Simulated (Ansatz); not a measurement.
Cost and result for the atomization energy of BFGaH$_{6}$NSi (`N[SiH]([GaH2])BF`) (11 atoms, 10 bonds).

Cartesian coordinates in Å:
```
N 0.545 -0.095 1.745
Si 0.511 0.112 0.032
Ga -0.658 -1.725 -1.010
B -0.375 1.833 -0.534
F -1.020 2.607 0.327
H 0.729 -0.998 2.149
H 0.874 0.645 2.344
H 1.850 0.130 -0.659
H -0.983 -3.033 -0.192
H -1.094 -1.673 -2.521
H -0.379 2.196 -1.683
```

Charge 0, multiplicity 1. Correlated methods include outer-core shells of Ga, which these sets cover unevenly. Scalar relativity is left out up to krypton. The geometry is a stationary point of PBE0-D4/def2-TZVP. It is one conformer, not always the lowest. Program: Ansatz. All runs use 4 threads of an Intel Xeon Platinum 8488C on a shared host. Times are those of one run each, without the atoms' runs, and a repeat can differ threefold. Electronic energies, without spin–orbit coupling; frozen cores. CCSD(T)/CBS adds CCSD(T) − MP2 in def2-TZVPP to the MP2 limit, and its time is that of the two runs behind it. T1 = 0.014. With those shells the extrapolation isn't a true limit. B3LYP takes the VWN-RPA correlation (the form of Gaussian; ORCA's B3LYP/G). HSE06 is the plane-wave form, built on full-range PBE exchange.

CCSD(T)/CBS is a level of theory with its own doubt, some kJ/mol a heavy atom from the limit and from the frozen cores, so smaller differences don't rank the functionals.

| level | functions | wall time | atomization (kJ/mol) | difference from CCSD(T)/CBS | per bond |
| --- | --- | --- | --- | --- | --- |
| BLYP-D4/def2-TZVPP | 267 | 1.8 s | 3466.4 | -12.8 | -1.3 |
| PBE-D4/def2-TZVPP (with forces) | 267 | 2.2 s | 3516.5 | 37.3 | 3.7 |
| HSE06-D4/def2-TZVPP | 267 | 3.3 s | 3466.4 | -12.8 | -1.3 |
| r2SCAN-D4/def2-TZVPP (with forces) | 267 | 3.5 s | 3491.3 | 12.1 | 1.2 |
| CAM-B3LYP-D4/def2-TZVPP | 267 | 4.1 s | 3504.2 | 25.0 | 2.5 |
| B3LYP-D4/def2-TZVPP (with forces) | 267 | 4.4 s | 3479.9 | 0.7 | 0.1 |
| B2PLYP/def2-TZVPP | 267 | 5.5 s | 3437.6 | -41.6 | -4.2 |
| PBE-QIDH/def2-TZVPP | 267 | 6 s | 3447.3 | -31.9 | -3.2 |
| CCSD(T)/def2-SVP | 122 | 7 s | 3242.0 | -237.2 | -23.7 |
| ωB97M-V/def2-TZVPP (with forces) | 267 | 10 s | 3485.4 | 6.2 | 0.6 |
| MP2/def2-QZVPP | 510 | 23 s | 3482.2 | 3.0 | 0.3 |
| CCSD(T)/def2-TZVPP | 267 | 2.7 min | 3390.8 | -88.4 | -8.8 |
| CCSD(T)/CBS(def2) | – | 3.1 min | 3479.2 | 0.0 | 0.0 |

Leaving LDA and LC-ωPBE aside and taking each functional with its dispersion term where it has one, the values, not all of them listed here, spread over 118.2 kJ/mol, from BHLYP-D4 to PBE-D4. LDA lies +467.7 kJ/mol from PBE without D4, its usual overbinding. From r2SCAN to r2SCAN0 (25 % exact exchange), in def2-TZVPP and without D4, the atomization energy moves by −54.8 kJ/mol: exact exchange takes away binding that semilocal exchange gives to molecules. In def2-TZVPP, CCSD(T) changes the Hartree–Fock value by +857.4 kJ/mol (the triples alone add +46.0 kJ/mol) and MP2 by +895.9 kJ/mol; breaking electron pairs costs correlation energy, which Hartree–Fock lacks.
